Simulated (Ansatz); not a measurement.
Two isomers of C3H7FSn: A = `[CH3][SnH2]/[CH]=C\F`, B = `FC1[CH2][SnH2][CH2]1`.

Gas-phase electronic energies from Ansatz, PBE0-D4/def2-TZVP geometries. CCSD(T)/CBS is the MP2 limit (def2-TZVPP, def2-QZVPP) plus CCSD(T) − MP2 in def2-TZVPP, frozen cores. Functionals use def2-TZVPP. B3LYP here is the variant with VWN-RPA as its local correlation; programs differ in this. def2 core potentials past Kr. For Sn outer-core shells are correlated without core-valence functions, which leaves a few kJ/mol of doubt a bond. One conformer a species, not always the lowest.

A:

Z-matrix (Å, degrees):
```
C
Sn 1 2.136
H 1 1.090 2 109.2
H 1 1.090 2 110.4 3 120.2
H 1 1.090 2 109.8 3 -119.5
C 2 2.130 1 109.7 3 60.0
H 2 1.710 1 110.7 3 -60.9
H 2 1.712 1 111.0 3 177.8
C 6 1.317 2 122.6 1 -53.0
H 6 1.084 2 121.2 1 126.5
F 9 1.346 6 121.9 2 -0.6
H 9 1.086 6 127.3 2 179.5
```

B:

```xyz
12

F    -1.601    1.121    1.283
C    -0.616    0.238    0.850
C     0.677    0.948    0.460
Sn    1.037   -0.672   -0.931
C    -1.051   -0.574   -0.366
H    -0.424   -0.438    1.693
H     0.458    1.844   -0.127
H     1.346    1.198    1.279
H     1.459   -0.282   -2.533
H     1.935   -2.002   -0.359
H    -1.559    0.068   -1.091
H    -1.660   -1.450   -0.158
```

Task: Which isomer does CCSD(T)/CBS put lower? Give the gap. (Estimate.)

Result: The calculation gave: B, by 1.0 kcal/mol.

Task: Give E(B) − E(A) in kcal/mol with MP2/def2-TZVPP, r2SCAN-D4, B3LYP, CCSD/def2-TZVPP, PBE0-D4, B3LYP-D4, CCSD(T)/def2-TZVPP. (Best estimate.)

Result: Computed: MP2/def2-TZVPP -1.9, r2SCAN-D4 -0.5, B3LYP 3.6, CCSD/def2-TZVPP 0.5, PBE0-D4 -2.6, B3LYP-D4 2.9, CCSD(T)/def2-TZVPP 0.2. The order is the other way round with B3LYP, CCSD/def2-TZVPP, B3LYP-D4, CCSD(T)/def2-TZVPP.

Largest T1 diagnostic: 0.012.

From PBE to PBE0 (25 % exact exchange), in def2-TZVPP and without D4, E(B) − E(A) moves by −1.5 kcal/mol. In def2-TZVPP, CCSD(T) changes the Hartree–Fock value by −6.2 kcal/mol (the triples alone add −0.3 kcal/mol) and MP2 by −8.2 kcal/mol.
